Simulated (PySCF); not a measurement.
Al(H)(Et)(OMe) (C3H9AlO), SMILES C[CH2][AlH][O]C.

The structure is a stationary point at PBE0-D3(BJ)/def2-SVP. The structure was generated by enumeration; whether it is a known compound was not checked. The values are those of a single conformer.

Two levels are set side by side: TDDFT-PBE/def2-SVPD (PySCF) and TDDFT-CAM-B3LYP/def2-SVPD (PySCF). Vertical, same geometry. The lowest singlet is HOMO→LUMO 100 % with PBE and HOMO→LUMO 97 % with the other functional; states are paired by order. Differences are taken from unrounded values.

| quantity | TDDFT-PBE |
|---|---|
| lowest singlet excitation (eV) | 4.93 |
| lowest triplet excitation (TDA) (eV) | 4.65 |
| first bright state (f over 0.05) (eV) | 5.57 |
| its oscillator strength | 0.08 |

These are the TDDFT-PBE values. What does TDDFT-CAM-B3LYP give? (Estimate from the structure and the level; the computed values follow.)


| quantity | TDDFT-CAM-B3LYP | TDDFT-PBE minus TDDFT-CAM-B3LYP |
|---|---|---|
| lowest singlet excitation (eV) | 5.62 | -0.69 |
| lowest triplet excitation (TDA) (eV) | 5.27 | -0.62 |
| first bright state (f over 0.05) (eV) | 6.78 | -1.21 |
| its oscillator strength | 0.08 | -0.01 |

Functionals without exact exchange tend to place singlet excitations lower, as here. Differences between two approximate levels are no errors against the true value.

Rough cost on one machine, each run with all the roots and properties that it gave: TDDFT-CAM-B3LYP against TDDFT-PBE about 8 times.
